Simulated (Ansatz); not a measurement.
GaH2(CH2SiH3) (CH₇GaSi). Charge 0, multiplicity 1. Geometry PBE0-D4/def2-SVP.

```xyz
10

Ga   -1.191    1.326    0.287
H    -2.047    1.791   -0.946
H    -0.852    2.327    1.450
C    -0.506   -0.518    0.359
Si    1.191   -0.696   -0.426
H    -0.430   -0.843    1.410
H    -1.199   -1.192   -0.172
H     1.149   -0.279   -1.864
H     2.184    0.185    0.269
H     1.701   -2.102   -0.368
```

The 6-31G sets use Cartesian d functions. B3LYP takes the VWN-RPA correlation.

**Question.** Estimate the orbital energies around the gap (eV) in Ansatz with HF/6-31G, LDA (SPW92)/def2-TZVP, PBE-D4/def2-TZVP, r2SCAN-D4/def2-TZVP, B3LYP-D4/6-31G.

**Answer.** 
```json
{"orbital": "HOMO−5", "HF/6-31G": "-15.52", "LDA (SPW92)/def2-TZVP": "-10.36", "PBE-D4/def2-TZVP": "-10.30", "r2SCAN-D4/def2-TZVP": "-10.70", "B3LYP-D4/6-31G": "-11.48"}
{"orbital": "HOMO−4", "HF/6-31G": "-13.41", "LDA (SPW92)/def2-TZVP": "-8.77", "PBE-D4/def2-TZVP": "-8.70", "r2SCAN-D4/def2-TZVP": "-9.05", "B3LYP-D4/6-31G": "-9.89"}
{"orbital": "HOMO−3", "HF/6-31G": "-12.65", "LDA (SPW92)/def2-TZVP": "-8.09", "PBE-D4/def2-TZVP": "-8.09", "r2SCAN-D4/def2-TZVP": "-8.43", "B3LYP-D4/6-31G": "-9.25"}
{"orbital": "HOMO−2", "HF/6-31G": "-12.33", "LDA (SPW92)/def2-TZVP": "-8.07", "PBE-D4/def2-TZVP": "-8.00", "r2SCAN-D4/def2-TZVP": "-8.31", "B3LYP-D4/6-31G": "-9.06"}
{"orbital": "HOMO−1", "HF/6-31G": "-11.44", "LDA (SPW92)/def2-TZVP": "-7.22", "PBE-D4/def2-TZVP": "-7.18", "r2SCAN-D4/def2-TZVP": "-7.50", "B3LYP-D4/6-31G": "-8.18"}
{"orbital": "HOMO", "HF/6-31G": "-10.70", "LDA (SPW92)/def2-TZVP": "-6.95", "PBE-D4/def2-TZVP": "-6.84", "r2SCAN-D4/def2-TZVP": "-7.10", "B3LYP-D4/6-31G": "-7.65"}
{"orbital": "LUMO", "HF/6-31G": "1.09", "LDA (SPW92)/def2-TZVP": "-2.66", "PBE-D4/def2-TZVP": "-2.38", "r2SCAN-D4/def2-TZVP": "-2.10", "B3LYP-D4/6-31G": "-1.74"}
{"orbital": "LUMO+1", "HF/6-31G": "3.21", "LDA (SPW92)/def2-TZVP": "-0.61", "PBE-D4/def2-TZVP": "-0.41", "r2SCAN-D4/def2-TZVP": "0.03", "B3LYP-D4/6-31G": "0.45"}
{"orbital": "LUMO+2", "HF/6-31G": "3.93", "LDA (SPW92)/def2-TZVP": "0.22", "PBE-D4/def2-TZVP": "0.43", "r2SCAN-D4/def2-TZVP": "0.88", "B3LYP-D4/6-31G": "1.69"}
{"orbital": "LUMO+3", "HF/6-31G": "4.42", "LDA (SPW92)/def2-TZVP": "0.41", "PBE-D4/def2-TZVP": "0.62", "r2SCAN-D4/def2-TZVP": "1.08", "B3LYP-D4/6-31G": "1.99"}
{"orbital": "LUMO+4", "HF/6-31G": "5.04", "LDA (SPW92)/def2-TZVP": "0.70", "PBE-D4/def2-TZVP": "0.89", "r2SCAN-D4/def2-TZVP": "1.39", "B3LYP-D4/6-31G": "2.02"}
{"orbital": "LUMO+5", "HF/6-31G": "5.34", "LDA (SPW92)/def2-TZVP": "1.04", "PBE-D4/def2-TZVP": "1.21", "r2SCAN-D4/def2-TZVP": "1.85", "B3LYP-D4/6-31G": "2.21"}
```
